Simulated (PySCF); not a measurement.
Job file and geometry (Å, from PBE0-D3(BJ)/def2-TZVP) of an NMR shielding run on `InChI=1S/C5H6S2/c1-6-5-3-2-4-7-5/h2-4H,1H3`, GIAO wB97X-D/pcSseg-2 NMR shielding, non-relativistic, gas phase in PySCF; density fitting, a coarse starting grid and PySCF grid level 2 are the driver's defaults:

```
$ OMP_NUM_THREADS=1 python probes_run.py task.json out

{"job": {"kind": "nmr", "xc": "wB97X-D", "basis": "pcSseg-2", "pop": false}, "charge": 0, "multiplicity": 1}
C      2.596122    -0.307584     0.526179
S      1.701075    -0.110899    -1.015910
C      0.057845     0.034906    -0.461769
C     -1.055512     0.005567    -1.259999
C     -2.254333     0.197469    -0.533001
C     -2.045366     0.363583     0.802229
S     -0.378695     0.298793     1.181016
H      2.250770    -1.185295     1.073735
H      2.512123     0.583078     1.150496
H      3.641151    -0.446336     0.249270
H     -1.009140    -0.153217    -2.329059
H     -3.237175     0.200765    -0.985521
H     -2.772123     0.506941     1.586546
```

Problem. What does the program print?

Solution. 
```
coarse grid: 12400 points
cycle   1  E = -990.4963892801  dE =  1.413e+00  |g| = 3.361e-01  |ddm| = 2.740e+00
cycle   2  E = -990.5105509050  dE = -1.416e-02  |g| = 2.881e-01  |ddm| = 5.238e-01
cycle   3  E = -990.5283958391  dE = -1.784e-02  |g| = 6.979e-02  |ddm| = 2.761e-01
cycle   4  E = -990.5297233461  dE = -1.328e-03  |g| = 2.059e-02  |ddm| = 9.524e-02
cycle   5  E = -990.5298291938  dE = -1.058e-04  |g| = 9.111e-03  |ddm| = 4.185e-02
cycle   6  E = -990.5298504164  dE = -2.122e-05  |g| = 2.532e-03  |ddm| = 1.240e-02
cycle   7  E = -990.5298523322  dE = -1.916e-06  |g| = 6.764e-04  |ddm| = 5.282e-03
final grid: 111768 points
cycle   8  E = -990.5461409795  dE = -2.467e-04  |g| = 7.007e-03  |ddm| = 6.459e-02
cycle   9  E = -990.5461443110  dE = -3.331e-06  |g| = 5.611e-03  |ddm| = 9.227e-03
cycle  10  E = -990.5461505523  dE = -6.241e-06  |g| = 7.189e-04  |ddm| = 4.740e-03
cycle  11  E = -990.5461506976  dE = -1.453e-07  |g| = 3.932e-04  |ddm| = 1.139e-03
cycle  12  E = -990.5461507382  dE = -4.056e-08  |g| = 1.133e-04  |ddm| = 5.253e-04
cycle  13  E = -990.5461507423  dE = -4.185e-09  |g| = 3.714e-05  |ddm| = 2.419e-04
cycle  14  E = -990.5461507430  dE = -6.153e-10  |g| = 1.821e-05  |ddm| = 1.223e-04
converged SCF energy = -990.5461507430

GIAO shielding tensors (ppm)
atom      isotropic    diamagn.    paramagn.     s11        s22        s33       span
  0 C      166.405     246.995     -80.590    151.303    164.311    183.601     32.299
  1 S      482.407    1056.886    -574.479    281.508    431.475    734.238    452.730
  2 C       26.737     257.217    -230.479    -53.434     19.063    114.582    168.016
  3 C       55.361     255.245    -199.884    -29.022     49.200    145.904    174.925
  4 C       47.553     253.193    -205.640    -41.553     35.728    148.483    190.036
  5 C       52.642     258.397    -205.755    -40.809     53.467    145.269    186.078
  6 S      261.270    1059.491    -798.221    115.775    296.951    371.085    255.310
  7 H       29.162      31.085      -1.922     25.210     26.680     35.597     10.386
  8 H       28.953      31.127      -2.174     24.398     27.107     35.354     10.956
  9 H       29.454      28.924       0.530     24.126     26.708     37.526     13.401
 10 H       24.599      31.785      -7.185     21.087     24.029     28.682      7.596
 11 H       24.382      30.081      -5.698     21.502     24.496     27.149      5.647
 12 H       24.381      29.955      -5.574     21.576     24.251     27.315      5.739
```

Problem. Turn these shieldings into chemical shifts. Referencing at the same level of theory: TMS for $^{13}$C (σ = 186.29 ppm), $^{1}$H (σ = 31.63 ppm); $^{33}$S (σ = 510.68 ppm) against CS2.

Solution. Averaging equivalent atoms: C 2: 159.6; C 4: 138.7; C 5: 133.6; C 3: 130.9; C 0: 19.9; S 6: 249; S 1: 28; H 12: 7.25; H 11: 7.25; H 10: 7.03; H 7/8/9: 2.44 ppm. 

Size and cost of the density-fitted run: 350 basis functions, 79 s wall time on 1 thread of an Arm Neoverse V1, shared host; peak memory 1.7 GiB.
